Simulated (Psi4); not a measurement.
Conformational energy of C₅H₁₄OSi, SMILES CO[SiH2]CC(C)C. Scanned: dihedral O2–Si3–C4–C5; all other coordinates were relaxed at GFN2-xTB. Points at φ and −φ are mirror images.

Geometry of the scan point at 0° (Å):
```
21

C      3.9222    -0.1632     0.3394
O      2.5509    -0.3818     0.4607
Si     1.3501     0.4204    -0.2816
C     -0.2573    -0.3432     0.3843
C     -0.1166    -1.4739     1.4076
C     -1.4534    -1.7302     2.1025
C      0.3743    -2.7518     0.7346
H      4.2514    -0.3217    -0.6905
H      4.1822     0.8570     0.6316
H      4.4364    -0.8677     0.9943
H      1.4348     1.8562     0.0254
H      1.4681     0.2739    -1.7403
H     -0.8590    -0.7008    -0.4525
H     -0.8367     0.4633     0.8377
H      0.6160    -1.1753     2.1636
H     -1.7937    -0.8403     2.6284
H     -2.2120    -2.0071     1.3724
H     -1.3611    -2.5393     2.8245
H      0.4908    -3.5497     1.4655
H     -0.3392    -3.0792    -0.0199
H      1.3325    -2.5802     0.2537
```

Method: Psi4 1.11 with PBE-D3(BJ)/def2-SVP // GFN2-xTB.

Scanned values (°): -160, -140, -120, -100, -80, -60, -40, -20, 0, 20, 40, 60, 80, 100, 120, 140, 160, 180.

Describe the profile: where are the wells and the tops?

Lower than their neighbours: -160° (1.11 kcal/mol), -80° (0.06 kcal/mol), -40° (0.00 kcal/mol), 40° (0.00 kcal/mol), 80° (0.06 kcal/mol), 160° (1.11 kcal/mol). Higher than their neighbours: -120° (1.76 kcal/mol), -60° (0.23 kcal/mol), 0° (1.13 kcal/mol), 60° (0.23 kcal/mol), 120° (1.76 kcal/mol), 180° (1.42 kcal/mol). The whole profile spans 1.76 kcal/mol.
